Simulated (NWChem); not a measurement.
**HCl₃Si in NWChem**

SMILES: Cl[SiH](Cl)Cl
```xyz
5

Si     0.0325     0.5070     0.0000
Cl    -0.9793    -0.1159     1.6799
Cl    -0.9793    -0.1159    -1.6799
Cl     1.9245    -0.3021     0.0000
H      0.1268     1.9789     0.0000
```
Charge 0, spin multiplicity 1.

All runs are NWChem calculations. All single points use one geometry, from B3LYP/def2-SVP, a minimum by its harmonic frequencies.

Symmetry labels belong to the abelian group Cs used in the runs, with the axes of the coordinates shown; states degenerate in a higher group split over its labels.

The structure started from a generated list of species.

List the lowest 6 singlet excitations that CIS/def2-SVP gives, with oscillator strengths.


```csv
state,symmetry,energy (eV),wavelength (nm),f
1,a",9.51,130,0.000
2,a',9.69,128,0.005
3,a",9.69,128,0.005
4,a',9.97,124,0.098
5,a",10.14,122,0.035
6,a',10.14,122,0.035
```
